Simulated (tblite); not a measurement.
Species: CH7B2N.
Bonds: B1–C2, C2–B3, B3–N4. Hydrogens: H5, H6 on B1; H7, H8 on C2; H9 on B3; H10, H11 on N4.

Computed with GFN2-xTB (tblite), gas phase: L-BFGS steps from a force-field or distance-geometry start until the largest atomic force falls under 0.01 eV/Å.

Step 34: E = -302.1824 eV
```
atom  x, y, z in Å  |  force x, y, z in eV/Å
B1     -1.8210    0.2621   -0.3959    0.017   0.124  -0.105
C2     -0.5965   -0.4116    0.3025   -0.060   0.098   0.007
B3      0.7898   -0.3017   -0.4832    0.049   0.044  -0.046
N4      1.8686    0.3512    0.0856    0.024   0.003  -0.017
H5     -1.9655    1.4334   -0.3726    0.108  -0.156   0.060
H6     -2.6385   -0.3646   -0.9572    0.070  -0.047  -0.011
H7     -0.4374    0.0654    1.2678   -0.008  -0.021   0.168
H8     -0.7776   -1.4746    0.4678    0.006   0.006   0.014
H9      0.9535   -0.7979   -1.5321   -0.053  -0.022  -0.052
H10     2.7686    0.4426   -0.3562   -0.022  -0.049  -0.072
H11     1.8616    0.7983    0.9873   -0.132   0.021   0.053
```

Step 35: E = -302.1875 eV
```
atom  x, y, z in Å  |  force x, y, z in eV/Å
B1     -1.8145    0.2603   -0.3963    0.063   0.139  -0.134
C2     -0.5995   -0.4164    0.3176   -0.079   0.096   0.005
B3      0.7830   -0.2968   -0.4785    0.001   0.003   0.015
N4      1.8657    0.3575    0.0807   -0.039  -0.009   0.028
H5     -1.9433    1.4344   -0.3806    0.068  -0.185   0.066
H6     -2.6176   -0.3651   -0.9809    0.069  -0.019   0.017
H7     -0.4510    0.0538    1.2881    0.036   0.008   0.134
H8     -0.7856   -1.4783    0.4823    0.025  -0.017  -0.018
H9      0.9402   -0.7911   -1.5291   -0.065  -0.010  -0.059
H10     2.7541    0.4549   -0.3796    0.044  -0.032  -0.067
H11     1.8738    0.7895    0.9903   -0.124   0.025   0.013
```

Step 36: E = -302.1918 eV
```
atom  x, y, z in Å  |  force x, y, z in eV/Å
B1     -1.8068    0.2591   -0.4004    0.100   0.091  -0.099
C2     -0.6035   -0.4186    0.3321   -0.053   0.062   0.008
B3      0.7753   -0.2881   -0.4756   -0.039  -0.064   0.077
N4      1.8636    0.3616    0.0777   -0.107  -0.034  -0.002
H5     -1.9212    1.4313   -0.3868    0.020  -0.113   0.054
H6     -2.5988   -0.3660   -0.9995    0.062  -0.006   0.018
H7     -0.4623    0.0409    1.3103    0.057   0.034   0.059
H8     -0.7910   -1.4812    0.4927    0.043  -0.018  -0.045
H9      0.9264   -0.7825   -1.5280   -0.078   0.011  -0.047
H10     2.7429    0.4580   -0.3972    0.102  -0.008  -0.059
H11     1.8809    0.7882    0.9886   -0.106   0.045   0.037
```

**Question.** Estimate the geometry and energy of step 37. (The exact step hangs on the optimiser's Hessian estimate; all steps are aligned on step 36, rigid shifts and turns removed.)

**Answer.** E = -302.1945 eV, largest force 0.139 eV/Å
```
atom  x, y, z in Å  |  force x, y, z in eV/Å
B1     -1.7995    0.2595   -0.4057    0.094   0.010  -0.046
C2     -0.6065   -0.4186    0.3411   -0.005   0.013   0.024
B3      0.7698   -0.2834   -0.4738   -0.047  -0.098   0.087
N4      1.8610    0.3654    0.0745   -0.115  -0.019   0.054
H5     -1.9091    1.4274   -0.3884   -0.006  -0.005   0.039
H6     -2.5865   -0.3657   -1.0105    0.063  -0.004   0.005
H7     -0.4656    0.0341    1.3240    0.050   0.043  -0.003
H8     -0.7926   -1.4828    0.4982    0.046   0.003  -0.057
H9      0.9162   -0.7792   -1.5276   -0.084   0.029  -0.027
H10     2.7373    0.4587   -0.4078    0.082   0.009  -0.014
H11     1.8809    0.7872    0.9900   -0.077   0.017  -0.061
```

The energy changes by -0.0027 eV. The first-order estimate −F·Δx gives -0.0039 eV and the mean of the old and new forces, exact on a quadratic surface, -0.0026 eV. The step makes an angle of 72° with the force vector and moves no atom by more than 0.016 Å.

Run on one thread of an x86-64 server, no GPU (shared host).
